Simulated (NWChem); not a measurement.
System: BNH$_{3}$Br; SMILES NBBr

Input file for NWChem:

```
start job
memory heap 200 mb stack 900 mb global 1100 mb
geometry units angstroms noautoz
  B     -0.595798     1.039547     0.000000
  H     -1.782561     1.238408     0.000000
  Br     0.031644    -0.786094     0.000000
  N      0.316328     2.080582     0.000000
  H      1.319270     1.942447     0.000000
  H      0.024091     3.049276     0.000000
end
basis spherical
  * library def2-svpd
end
dft
  xc b3lyp
  iterations 150
end
tddft
  cis
  nroots 6
  notriplet
end
task tddft energy
```

Excerpt of the output:

```
             Northwest Computational Chemistry Package (NWChem) 7.3.0
             --------------------------------------------------------

 CS  symmetry detected

                             Geometry "geometry" -> ""
                             -------------------------

 Output coordinates in angstroms (scale by  1.889725989 to convert to a.u.)

  No.       Tag          Charge          X              Y              Z
 ---- ---------------- ---------- -------------- -------------- --------------
    1 B                    5.0000    -0.60106603     1.06594871     0.00000000
    2 H                    1.0000    -1.78914185     1.25680979     0.00000000
    3 Br                  35.0000     0.03866137    -0.75542368     0.00000000
    4 N                    7.0000     0.30402565     2.11310523     0.00000000
    5 H                    1.0000     1.30787553     1.98173034     0.00000000
    6 H                    1.0000     0.00526904     3.07980839     0.00000000

 Effective nuclear repulsion energy (a.u.)     138.4863433598

      Symmetry information
      --------------------

 Group name             Cs
 Group number              2
 Group order               2
 No. of unique centers     6

                                 NWChem DFT Module
                                 -----------------

 Summary of "ao basis" -> "ao basis" (spherical)
 ------------------------------------------------------------------------------
       Tag                 Description            Shells   Functions and Types
 ---------------- ------------------------------  ------  ---------------------
 B                         def2-svpd                 8       20   4s2p2d
 H                         def2-svpd                 4        8   2s2p
 Br                        def2-svpd                15       41   6s5p4d
 N                         def2-svpd                 8       20   4s2p2d

      Symmetry analysis of basis
      --------------------------

        a'         74
        a"         31

[...]

                                NWChem TDDFT Module
                                -------------------

            General Information
            -------------------
           No. of orbitals :     210
            Alpha orbitals :     105
             Beta orbitals :     105
        Alpha frozen cores :       0
         Beta frozen cores :       0
     Alpha frozen virtuals :       0
      Beta frozen virtuals :       0
         Spin multiplicity :       1
    Number of AO functions :     105
        Use of symmetry is : off
      Symmetry adaption is : on
         Schwarz screening :  0.10D-07

              XC Information
              --------------
                  B3LYP Method XC Potential
              Hartree-Fock (Exact) Exchange   0.20
                 Slater Exchange Functional   0.80 local
             Becke 1988 Exchange Functional   0.72 non-local
       Lee-Yang-Parr Correlation Functional   0.81
           VWN I RPA Correlation Functional   0.19 local

             TDDFT Information
             -----------------
          Calculation type : Tamm-Dancoff TDDFT
         Wavefunction type : Restricted singlets
          No. of electrons :      50
           Alpha electrons :      25
            Beta electrons :      25
              No. of roots :       6
          Max subspacesize :    5200
            Max iterations :     100
               Target root :       1
           Target symmetry : none
      Symmetry restriction : off
                 Algorithm : Optimal
        Davidson threshold :  0.10D-03

    6 smallest eigenvalue differences (eV)
--------------------------------------------------------
  No. Spin  Occ  Vir  Irrep   E(Occ)    E(Vir)   E(Diff)
--------------------------------------------------------
    1    1   25   26 a"       -0.286    -0.013     7.443
    2    1   24   26 a'       -0.289    -0.013     7.513
    3    1   25   27 a'       -0.286    -0.000     7.787
    4    1   24   27 a"       -0.289    -0.000     7.857
    5    1   25   28 a'       -0.286     0.028     8.542
    6    1   24   28 a"       -0.289     0.028     8.613
--------------------------------------------------------

  Entering Davidson iterations
  Restricted singlet excited states

  Iter   NTrls   NConv    DeltaV     DeltaE      Time
  ----  ------  ------  ---------  ---------  ---------
    1      6       0     0.12E+00   0.10+100       26.2
    2     12       0     0.20E-01   0.13E-01       25.9
    3     18       0     0.96E-02   0.55E-03       26.7
    4     24       0     0.34E-02   0.12E-03       27.2
    5     30       2     0.15E-02   0.23E-04       27.0
    6     34       4     0.33E-03   0.35E-05       24.8
    7     36       5     0.11E-03   0.21E-06       22.5
    8     37       6     0.74E-04   0.16E-07       21.2
  ----  ------  ------  ---------  ---------  ---------
  Convergence criterion met

  Ground state a'      -2655.317143713716 a.u.

  ----------------------------------------------------------------------------
  Root   1 singlet a"             0.228072339 a.u.                6.2062 eV
  ----------------------------------------------------------------------------
     Transition Moments    X -0.00000   Y  0.00000   Z -0.03317
     Dipole Oscillator Strength                    0.0001673022
     Electric Quadrupole                           0.0000000441
     Magnetic Dipole                               0.0000008840
     Total Oscillator Strength                     0.0001682303

[...]
```

Level: B3LYP/def2-SVPD, TDA. Structure relaxed at the PBE0/def2-SVP level.
